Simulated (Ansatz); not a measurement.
```xyz
10

Cl    2.930   -0.175    0.039
Ge    1.153    0.117   -1.150
N    -0.227    0.643   -0.069
Si   -1.120   -0.245    1.072
Cl   -3.123    0.101    0.830
Cl   -0.713   -2.220    0.765
H     0.841   -1.220   -1.815
H     1.438    1.278   -2.105
H    -0.359    1.645   -0.045
H    -0.821    0.076    2.479
```

Charge 0, multiplicity 1.

Question: List the r2SCAN/def2-TZVPP orbital energies in eV (Ansatz 0.2.0). (Best estimate.)

Answer: Computed: Occupied: -10835.54, -2753.70, -2753.55, -2753.19, -1793.25, -1350.57, -1200.64, -1200.62, -1200.60, -385.73, -255.10, -254.95, -254.57, -193.63, -193.50, -193.50, -193.48, -193.36, -193.35, -193.12, -192.97, -192.96, -168.81, -143.46, -118.56, -118.49, -118.44, -98.39, -98.34, -98.26, -31.86, -31.82, -31.76, -31.71, -31.70, -23.02, -21.92, -21.52, -21.10, -14.89, -14.07, -12.18, -10.94, -10.66, -10.31, -9.91, -9.73, -8.97, -8.63, -8.37, -8.33, -8.04, -7.86, -7.32. Lowest empty: -0.78, -0.41, -0.11, 0.19, 0.55, 1.11, 1.47, 1.71.
